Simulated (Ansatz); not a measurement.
ClH₃O₂SZr, SMILES `[OH][Zr]([OH])([SH])[Cl]`, relaxed with RKS PBE0-D4/def2-TZVP in Ansatz from a GFN2-xTB geometry. The force threshold is 0.005 eV/Å; the program also tests the step.

The species carries charge 0 and has multiplicity 1. Zr takes the def2 core potential.

Start:

```xyz
8

O    -1.056   -1.179    0.612
Zr    0.057   -0.199   -0.497
O    -0.638    1.196   -1.484
S     1.314    0.975    1.254
Cl    1.699   -1.473   -1.437
H    -1.783   -1.058    1.233
H    -1.249    1.939   -1.497
H     1.657   -0.201    1.814
```

(1) How much energy does the relaxation release, and in how many steps? (An estimate is asked.)

(2) Which bonds change most? (Best estimate.)

(3) Give the relaxed structure. (Estimate.)

## Answers

(1) Computed: 10.14 kcal/mol, in 18 steps, 4 of them rejected.

(2) Ansatz gave: Zr2–Cl5 from 2.281 to 2.365 Å; Zr2–O3 from 1.845 to 1.896 Å; O1–Zr2 from 1.851 to 1.900 Å; O1–H6 from 0.964 to 0.953 Å.

(3) Computed: 
```xyz
8

O    -1.111   -1.101    0.705
Zr    0.138   -0.074   -0.294
O    -0.644    1.299   -1.342
S     1.619    1.076    1.289
Cl    1.370   -1.545   -1.675
H    -1.863   -1.535    1.098
H    -1.177    1.892   -1.865
H     1.668   -0.011    2.083
```
